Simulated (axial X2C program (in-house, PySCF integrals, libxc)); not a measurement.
# Spin–orbit effects along a row: molecules with P, PBE0

Calculated with an in-house all-electron X2C program for linear molecules (integrals from PySCF), spin-free (one-electron X2C) or two-component (2c: spin–orbit coupling with atomic mean-field Coulomb and Gaunt terms, which also bring small scalar terms), in Dyall basis sets with cores contracted in-house; open shells are unrestricted.

Basis sets: Ag dyall-v3z, Mo dyall-cv3z, Nb dyall-cv3z, P dyall-v3z, Pd dyall-cv3z, Rb dyall-cv3z, Tc dyall-v3z, Y dyall-cv3z.

```csv
molecule,spin-free state,Re (Å),ωe (cm⁻¹),De (eV),2c state,Re 2c (Å),ωe 2c (cm⁻¹),De 2c (eV)
RbP,"M_S = 1, Λ = 0",3.145,180.2,1.32,Ω = 1,3.145,180.2,1.32
YP,"M_S = 0, Λ = 0",2.294,480.7,3.16,Ω = 0,2.294,480.8,n/a
NbP,"M_S = 1, Λ = 2",2.131,511.4,3.49,Ω = 1,2.132,510.7,n/a
MoP,"M_S = 3/2, Λ = 0",2.129,433.7,2.89,Ω = 3/2,2.129,433.1,2.89
TcP,"M_S = 2, Λ = 1",2.102,484.0,3.14,Ω = 1,2.101,486.2,3.17
PdP,"M_S = 3/2, Λ = 0",2.145,388.0,2.17,Ω = 3/2,2.146,386.9,2.18
AgP,"M_S = 1, Λ = 0",2.341,302.3,1.69,Ω = 1,2.341,302.1,1.69
```

Question: Work out the shifts from the spin-free to the two-component result.

Answer: 

```json
{"molecule": "RbP", "2c state": "Ω = 1", "ΔRe (Å)": "0.000", "Δωe (cm⁻¹)": "0.0", "ΔDe (eV)": "0.00"}
{"molecule": "YP", "2c state": "Ω = 0", "ΔRe (Å)": "0.000", "Δωe (cm⁻¹)": "0.1", "ΔDe (eV)": "n/a"}
{"molecule": "NbP", "2c state": "Ω = 1", "ΔRe (Å)": "0.001", "Δωe (cm⁻¹)": "-0.7", "ΔDe (eV)": "n/a"}
{"molecule": "MoP", "2c state": "Ω = 3/2", "ΔRe (Å)": "0.000", "Δωe (cm⁻¹)": "-0.6", "ΔDe (eV)": "0.00"}
{"molecule": "TcP", "2c state": "Ω = 1", "ΔRe (Å)": "-0.001", "Δωe (cm⁻¹)": "2.2", "ΔDe (eV)": "0.03"}
{"molecule": "PdP", "2c state": "Ω = 3/2", "ΔRe (Å)": "0.001", "Δωe (cm⁻¹)": "-1.1", "ΔDe (eV)": "0.01"}
{"molecule": "AgP", "2c state": "Ω = 1", "ΔRe (Å)": "0.000", "Δωe (cm⁻¹)": "-0.2", "ΔDe (eV)": "0.00"}
```

Shifts of one unit in the last digit are rounding.

Each entry is the lowest single determinant of a limited PBE0 search at one distance. De goes to single-determinant-based atoms at the same level (for ions the charge split of lowest energy) and is withheld (n/a) where an atom does not fit its ground term or J level. Main or longest-lived isotopes. One determinant is a doubtful description, or other states lie close, for RbP, YP, NbP, MoP, TcP, PdP, AgP; these need not be ground states, and all values refer to the states named. Some open-shell Ω = 0 determinants are out of reach, so the Ω given for RbP, TcP, AgP need not be the lowest component. With several unpaired electrons the Ω given is that of one determinant, not necessarily of the lowest component. The functionals have no current term, which raises determinants with orbital currents.
